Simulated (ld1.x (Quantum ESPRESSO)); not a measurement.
u(r) = r·R(r): atom against pseudo-atom (lutetium)

Columns: radius, all-electron u(r) and pseudo u(r) of the 6s shell (level -10.23 eV) of lutetium in the configuration [Xe] 4f14 5d1 6s1 6p0; PBEsol, scalar-relativistic, TM semilocal scheme, ld1.x (Quantum ESPRESSO) 7.5.

```json
{"r (bohr)": "0.182", "all-electron": "0.1101", "pseudo": "-0.0782"}
{"r (bohr)": "0.365", "all-electron": "-0.1814", "pseudo": "-0.1408"}
{"r (bohr)": "0.548", "all-electron": "-0.0075", "pseudo": "-0.1764"}
{"r (bohr)": "0.730", "all-electron": "0.2240", "pseudo": "-0.1847"}
{"r (bohr)": "0.912", "all-electron": "0.2996", "pseudo": "-0.1767"}
{"r (bohr)": "1.095", "all-electron": "0.2408", "pseudo": "-0.1676"}
{"r (bohr)": "1.277", "all-electron": "0.1107", "pseudo": "-0.1702"}
{"r (bohr)": "1.460", "all-electron": "-0.0437", "pseudo": "-0.1945"}
{"r (bohr)": "1.642", "all-electron": "-0.1924", "pseudo": "-0.2482"}
{"r (bohr)": "1.825", "all-electron": "-0.3227", "pseudo": "-0.3326"}
{"r (bohr)": "2.007", "all-electron": "-0.4278", "pseudo": "-0.4281"}
{"r (bohr)": "2.190", "all-electron": "-0.5084", "pseudo": "-0.5084"}
{"r (bohr)": "2.372", "all-electron": "-0.5654", "pseudo": "-0.5654"}
{"r (bohr)": "2.555", "all-electron": "-0.6024", "pseudo": "-0.6024"}
{"r (bohr)": "2.738", "all-electron": "-0.6222", "pseudo": "-0.6222"}
{"r (bohr)": "2.920", "all-electron": "-0.6278", "pseudo": "-0.6278"}
{"r (bohr)": "3.102", "all-electron": "-0.6222", "pseudo": "-0.6222"}
{"r (bohr)": "3.285", "all-electron": "-0.6074", "pseudo": "-0.6074"}
{"r (bohr)": "3.468", "all-electron": "-0.5855", "pseudo": "-0.5855"}
{"r (bohr)": "3.650", "all-electron": "-0.5587", "pseudo": "-0.5587"}
{"r (bohr)": "3.832", "all-electron": "-0.5281", "pseudo": "-0.5281"}
{"r (bohr)": "4.015", "all-electron": "-0.4951", "pseudo": "-0.4951"}
{"r (bohr)": "4.198", "all-electron": "-0.4609", "pseudo": "-0.4609"}
{"r (bohr)": "4.380", "all-electron": "-0.4266", "pseudo": "-0.4266"}
{"r (bohr)": "4.562", "all-electron": "-0.3928", "pseudo": "-0.3928"}
{"r (bohr)": "4.745", "all-electron": "-0.3598", "pseudo": "-0.3598"}
```

**Question.** How many radial nodes do the two functions have?

**Answer.** The all-electron 6s function has n − l − 1 = 5 (the table is too coarse to show those close to the nucleus); the pseudo-wave has 0, since the states of the same l below it are removed with the core.

**Question.** At about which radius was the pseudo-wave matched?

**Answer.** 2.15 bohr, where the columns begin to agree (steps of 0.18 bohr).

**Question.** Is the pseudo-wave norm-conserving?

**Answer.** Yes: the TM semilocal scheme keeps the norm inside the radius equal to the all-electron one, which fixes the energy derivative of the logarithmic derivative at the level.
